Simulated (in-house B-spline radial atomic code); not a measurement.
Ca⁵⁺. Computed with a B-spline radial atomic code. Model: all-electron spherical atom, spin shells full or empty, radial basis limit, no spin-orbit coupling, Breit or QED, empty-state partial waves extrapolated as (l+1/2)^-4, RPA, G0W0 and static COHSEX of the highest shell as one setting changes (uncorrelated shells keep exact exchange).

Given: element Ca; charge 5; filled core Ne; hamiltonian one-electron scalar X2C; mean-field start Hartree-Fock; highest l of empty states 9; nuclear rms radius 3.4776 fm; highest mean-field shell 3p up.

Shell: 3s 1 1, 3p 3 0 (electrons up and down).

```tsv
lowest nl shells left uncorrelated	RPA correlation energy (hartree)	G0W0 level (eV)	G0W0 minus most complete (meV)	COHSEX level (eV)	linearised minus solved G0W0 (meV)
0	-0.85021	-108.37	0	-110.55	0
1	?	?	?	?	?
2	-0.57335	-108.34	28	-110.52	0
3	?	?	?	?	?
4	-0.072632	-108.55	-177.5	-110	0
```

(1) What follows for lowest nl shells left uncorrelated = 1?

(2) What follows for lowest nl shells left uncorrelated = 3?

Results:

(1) RPA correlation energy -0.71652 hartree; G0W0 level -108.36 eV; G0W0 minus most complete 10 meV; COHSEX level -110.55 eV; linearised minus solved G0W0 0 meV.

(2) RPA correlation energy -0.1998 hartree; G0W0 level -108.19 eV; G0W0 minus most complete 181.7 meV; COHSEX level -110.19 eV; linearised minus solved G0W0 0 meV.
